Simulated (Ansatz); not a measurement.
Geometry optimisation, RKS PBE0/def2-SVPD (Ansatz 0.2.0).

Input:

```yaml
crystal:
  periodic: [false, false, false]
  atoms:
    - { symbol: Ga, position_ang: [0.0, 0.0, 0.0] }
    - { symbol: Cl, position_ang: [0.0, 0.0, 2.24] }
    - { symbol: O, position_ang: [1.5501, 0.0, -0.895] }
    - { symbol: H, position_ang: [1.85, -0.9519, -1.0499] }
    - { symbol: O, position_ang: [-1.5501, 0.0, -0.895] }
    - { symbol: H, position_ang: [-2.0598, -0.8467, -0.6865] }
basis:
  gaussian: { orbitals: def2-SVPD }
hamiltonian:
  xc: pbe0
relax:
  f_tol: 0.02
  max_steps: 40
```

Command:

```bash
$ ansatz run input.yaml --threads 2 --pin off --max-ram 3072MiB --backend cpu --events-out ev --progress --plain --runs-dir out
```

Problem. Where does it end, and by what steps?

Solution. It converged. After 9 steps the energy has fallen by 0.533 eV; H4 moved furthest, 0.82 Å.

```
step  energy less start (eV)  largest force component (eV/Å)  accepted
   0                  0.0000                           2.047       yes
   1                 -0.1745                           1.769       yes
   2                 -0.1805                           2.173       yes
   3                 -0.3000                           1.309       yes
   4                 -0.3712                           0.357       yes
   5                 -0.3994                           0.253       yes
   6                 -0.4500                           0.593       yes
   7                 -0.5214                           0.185       yes
   8                 -0.5327                           0.070       yes
   9                 -0.5331                           0.009       yes
```

```xyz
6
Properties=species:S:1:pos:R:3
Ga -0.031 -0.295 -0.142
Cl 0.081 -0.174 2.003
O 1.434 -0.378 -1.133
H 2.258 -0.366 -0.637
O -1.591 -0.316 -0.978
H -2.360 -0.270 -0.401
```

Whether the end is a true minimum wasn't checked by a vibrational analysis.

The run took 41 s on 2 threads of Arm Neoverse V2, on a shared host, peak memory 0.32 GiB.
